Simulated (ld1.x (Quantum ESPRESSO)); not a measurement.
## Transferability test, ultrasoft potential for Co

```json
{
  "Element": "cobalt",
  "Generator": "ld1.x (Quantum ESPRESSO) 7.5",
  "Type": "ultrasoft",
  "Functional": "PBE",
  "Relativity": "scalar-relativistic",
  "Frozen core": "[Ne]",
  "Valence charge": "17",
  "Reference configuration": "3s2 3p6 3d7 4s2 4p0",
  "Partial waves": "3s (bound): rcut 0.96, rcutus 1.04 bohr; 4s (bound): rcut 0.96, rcutus 1.04 bohr; 3p (bound): rcut 1.04, rcutus 1.10 bohr; 4p (bound, empty): rcut 1.04, rcutus 1.10 bohr; 3d (bound): rcut 0.54, rcutus 0.68 bohr; 3d channel at -0.15 Ry: rcut 0.54, rcutus 0.68 bohr",
  "Local potential": "all-electron potential smoothed inside 0.68 bohr (lloc = -1)",
  "Core correction": "Bessel-smoothed model core inside 0.35 bohr",
  "Augmentation charge": "PSQ, inside the norm-conserving radii"
}
```

Energies are relative to the spin-unpolarised reference configuration 3s2 3p6 3d7 4s2 4p0; without spin polarisation the order of configurations can differ from experiment.

```csv
valence configuration,charge,ΔE all-electron (eV),error AE − PS (meV)
3s2 3p6 3d7 4s1 4p0,+1,9.030,-0.5
3s2 3p6 3d7 4s0 4p0,+2,25.816,-1.4
3s2 3p6 3d6 4s0 4p0,+3,61.686,+1.9
3s1 3p6 3d7 4s2 4p0,+1,110.503,-22
3s2 3p5 3d7 4s2 4p0,+1,73.523,-3.1
3s2 3p6 3d6 4s2 4p0,+1,15.182,+5.9
3s2 3p6 3d8 4s0 4p0,+1,6.471,+0.2
```

Levels in the configuration 3s2 3p6 3d6 4s2 4p0:

| level | all-electron (eV) | pseudo (eV) |
| --- | --- | --- |
| 3s | -118.001 | -118.004 |
| 3p | -81.044 | -81.059 |
| 3d | -22.788 | -22.776 |
| 4s | -14.528 | -14.527 |
